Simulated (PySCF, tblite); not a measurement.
Isomers of C4H4N2O2, one GFN2-xTB conformer each. Single-point energies are computed at PBE0/pcSseg-1 (PySCF, gas phase, no added dispersion term), electronic only.

```json
{"SMILES": "Cc1nnc(C=O)o1", "GFN2-xTB relative energy (kJ/mol)": "8.2"}
{"SMILES": "CC(=O)c1nnco1", "GFN2-xTB relative energy (kJ/mol)": "0.0"}
```

Conformers: `[CH3:1][c:2]1[n:3][n:4][c:5]([CH:6]=[O:7])[o:8]1` with N4–C5–C6–O7 180°; `[CH3:1][C:2](=[O:3])[c:4]1[n:5][n:6][cH:7][o:8]1` with C1–C2–C4–N5 0°.

What does PBE0/pcSseg-1 give for the same structures?

| SMILES | PBE0/pcSseg-1 E (Eh) | PBE0/pcSseg-1 (kJ/mol) | GFN2-xTB (kJ/mol) | point group |
| --- | --- | --- | --- | --- |
| Cc1nnc(C=O)o1 | -414.23850 | 0.0 | 8.2 | Cs |
| CC(=O)c1nnco1 | -414.23828 | 0.6 | 0.0 | Cs |

GFN2-xTB puts CC(=O)c1nnco1 lowest instead. Neighbours under 10 kJ/mol apart (Cc1nnc(C=O)o1 and CC(=O)c1nnco1) can change places with a better method, another conformer or zero-point energy.

Which frontier levels, dipoles and rotational constants go with these structures?

```json
{"SMILES": "Cc1nnc(C=O)o1", "HOMO (eV, PBE0/pcSseg-1)": "-8.16", "LUMO (eV)": "-2.52", "dipole (D)": "2.79", "A, B, C (MHz)": "5682, 1477, 1181"}
{"SMILES": "CC(=O)c1nnco1", "HOMO (eV, PBE0/pcSseg-1)": "-8.14", "LUMO (eV)": "-2.37", "dipole (D)": "0.72", "A, B, C (MHz)": "5159, 1700, 1289"}
```

What happens when harmonic zero-point energies from GFN2-xTB frequencies are added?

```csv
SMILES,ZPE (kJ/mol),electronic (kJ/mol),with ZPE (kJ/mol)
Cc1nnc(C=O)o1,211.9,0.0,0.0
CC(=O)c1nnco1,213.4,0.6,2.1
```

The zero-point energies span 1.5 kJ/mol. The order is unchanged.
